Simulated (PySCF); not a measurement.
Gas-phase reaction: InI₃ + HBr + Br₂ ⇌ InH + 3 IBr

Energies from PySCF (xtb for GFN2), thermal terms from the rigid-rotor harmonic-oscillator model, ideal gas at 1 bar. † marks an energy on the PBE0/def2-TZVP geometry and frequencies; other levels use their own. MP2 freezes the core. All species are closed-shell singlets. I, In: scalar-relativistic def2 core potential, no spin-orbit coupling. Br: all electrons, no relativistic terms. InH: computed as isolated molecules; such fragments, hydroxides, amides, oligomers or adducts are transient or little studied in the gas. MP2 isn't extrapolated to the basis-set limit; its ΔH°(298 K) is 531.5 kJ in def2-SVP and 504.3 kJ in def2-TZVPP. The harmonic model lacks anharmonicity and excited electronic states, which grow with temperature; levels with a mode under 35 cm⁻¹ are left out. Soft modes under 120 cm⁻¹ make the harmonic entropy rough for InI₃.

```tsv
level	ΔE electronic, kJ	ΔH°(298 K), kJ	ΔS°(298 K), J/K	ΔG°(1600 K), kJ
GFN2-xTB	368	358	140	141
HF/def2-TZVP†	477	468	140	252
MP2/def2-SVP†	541	532	140	316
PBE0/def2-SVP†	480	470	140	255
LDA/def2-TZVP†	470	460	140	244
ωB97M-V/def2-TZVP†	460	450	140	235
```
ΔH° is lowest at GFN2-xTB and highest at MP2/def2-SVP†. No reference value is set beside these.
